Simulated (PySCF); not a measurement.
Gas-phase reaction: 3 ZnCH3 → 3 Zn + 3 H + C3H6 (cyclic)

Computed with PySCF (xtb for GFN2) and rigid-rotor harmonic-oscillator thermochemistry at 1 bar. † marks an energy on the PBE0/def2-TZVP geometry and frequencies; other levels use their own. MP2 freezes the core. Open shells (unrestricted): ZnCH3 (multiplicity 2), H (multiplicity 2); the rest are closed-shell singlets. GFN2 has no spin-polarisation term. Zn: all electrons, no relativistic terms. ZnCH3: computed as isolated molecules; such fragments, hydroxides, amides, oligomers or adducts are transient or little studied in the gas. MP2 isn't extrapolated to the basis-set limit; its ΔH°(298 K) is 434.6 kJ in def2-SVP and 464.7 kJ in def2-TZVPP. The harmonic model lacks anharmonicity and excited electronic states, which grow with temperature; levels with a mode under 35 cm⁻¹ are left out.

```json
[
 {"level": "GFN2-xTB", "ΔE electronic, kJ": "588", "ΔH°(298 K), kJ": "552", "ΔS°(298 K), J/K": "282", "ΔG°(2000 K), kJ": "-61"},
 {"level": "HF/def2-TZVP†", "ΔE electronic, kJ": "411", "ΔH°(298 K), kJ": "370", "ΔS°(298 K), J/K": "300", "ΔG°(2000 K), kJ": "-289"},
 {"level": "MP2/def2-TZVPP†", "ΔE electronic, kJ": "505", "ΔH°(298 K), kJ": "465", "ΔS°(298 K), J/K": "300", "ΔG°(2000 K), kJ": "-195"},
 {"level": "PBE0/def2-SVP†", "ΔE electronic, kJ": "514", "ΔH°(298 K), kJ": "473", "ΔS°(298 K), J/K": "300", "ΔG°(2000 K), kJ": "-186"},
 {"level": "PBE0/def2-TZVP", "ΔE electronic, kJ": "507", "ΔH°(298 K), kJ": "467", "ΔS°(298 K), J/K": "300", "ΔG°(2000 K), kJ": "-193"}
]
```
ΔH° is lowest at HF/def2-TZVP† and highest at GFN2-xTB. No reference value is set beside these.
